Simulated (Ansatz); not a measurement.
One change: `N=C(O)BN` becomes `CNC(=N)O`.

Ansatz, PBE0-D4/def2-TZVP geometries, multiplicity 1. Each molecule was computed in one conformer, which needn't be the lowest.

| property | `N=C(O)BN` |
| --- | --- |
| HOMO energy (B3LYP/def2-TZVPP) / eV | -7.48 |
| size of the dipole moment (PBE/def2-TZVPP) / D | 2.59 |
| HOMO–LUMO gap (PBE/def2-TZVPP) / eV | 4.23 |
| HOMO energy (PBE0/def2-TZVPP) / eV | -7.71 |
| HOMO–LUMO gap (PBE0/def2-TZVPP) / eV | 6.74 |
| LUMO energy (B3LYP/def2-TZVPP) / eV | -1.19 |

(1) Give the same properties after the change, and the shifts. (Best estimate.)

Answers

(1) Ansatz gave: 
```json
{"property": "HOMO energy (B3LYP/def2-TZVPP) / eV", "`CNC(=N)O`": "-6.48", "shift": "1.00"}
{"property": "size of the dipole moment (PBE/def2-TZVPP) / D", "`CNC(=N)O`": "1.68", "shift": "-0.91"}
{"property": "HOMO–LUMO gap (PBE/def2-TZVPP) / eV", "`CNC(=N)O`": "5.25", "shift": "1.02"}
{"property": "HOMO energy (PBE0/def2-TZVPP) / eV", "`CNC(=N)O`": "-6.69", "shift": "1.02"}
{"property": "HOMO–LUMO gap (PBE0/def2-TZVPP) / eV", "`CNC(=N)O`": "7.42", "shift": "0.68"}
{"property": "LUMO energy (B3LYP/def2-TZVPP) / eV", "`CNC(=N)O`": "0.34", "shift": "1.53"}
```

With PBE0 the HOMO rises by 1.02 eV and the LUMO rises by 1.70 eV, so the gap widens by about 0.68 eV. PBE moves the HOMO by 0.78 eV and ωB97M-V by 1.15 eV. Dipoles are sizes alone; their direction can turn.

B3LYP here is the variant with VWN-RPA as its local correlation; programs differ in this.
